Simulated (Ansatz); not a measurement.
Complex (SMILES): P (PH3) with C=CC, atoms 1 to 4 the first; geometry from B3LYP-D3(BJ)/def2-TZVP, monomers rigid:
```xyz
13

P      0.4442    -0.4223     0.3046
H      0.2621     0.7353    -0.4988
H      0.7948    -1.2422    -0.7963
H     -0.9247    -0.7834     0.2510
C     -0.0432    -3.6975     1.6336
C      0.9750    -4.0317     0.8507
H      0.0989    -3.0806     2.5137
H     -1.0528    -4.0263     1.4233
H      0.7829    -4.6498    -0.0227
C      2.3962    -3.6209     1.0661
H      2.4993    -2.9889     1.9485
H      3.0415    -4.4957     1.1882
H      2.7785    -3.0668     0.2040
```

How fast the counterpoise-corrected interaction energy converges with the basis for several methods (Ansatz, a quantum-chemistry and plane-wave program): deviation from each method's own reference, in kcal/mol. References: HF 1.11 kcal/mol, the value in aug-pcseg-3; MP2 -2.15 kcal/mol, Hartree-Fock in aug-cc-pV(Q+d)Z plus the correlation part extrapolated as X^-3 from aug-cc-pV(T+d)Z and aug-cc-pV(Q+d)Z; PBE -0.38 kcal/mol, the value in aug-pcseg-3; PBE0 -0.38 kcal/mol, the value in aug-pcseg-3. Cartesian d functions, on some or all atoms, in 6-31G**; all else is spherical. In correlated methods cores are frozen. No added dispersion term, no relativity. 

```csv
basis,functions,HF,MP2,PBE,PBE0
pcseg-0,58,0.13,2.48,0.27,0.08
def2-SV(P),78,-0.02,1.89,0.14,0.03
pcseg-1,105,-0.10,1.65,-0.04,-0.12
6-31G**,109,0.00,1.86,0.20,0.12
aug-cc-pV(D+d)Z,182,-0.01,0.48,-0.03,-0.05
"6-311++G(2d,2p)",206,-0.01,0.67,-0.01,-0.02
def2-TZVPD,235,0.01,0.42,0.04,0.03
def2-TZVPPD,312,0.01,0.32,0.02,0.03
"6-311++G(3df,3pd)",326,-0.02,0.31,0.00,-0.02
aug-pcseg-2,395,0.02,0.30,0.03,0.03
aug-cc-pV(T+d)Z,400,0.01,0.17,0.00,0.01
def2-QZVPP,511,0.00,0.22,0.01,0.00
```

Mean absolute deviation over 6-311++G(2d,2p), def2-TZVPD, def2-TZVPPD, 6-311++G(3df,3pd), aug-pcseg-2, aug-cc-pV(T+d)Z: HF 0.01, PBE 0.02, PBE0 0.02, MP2 0.36 kcal/mol.
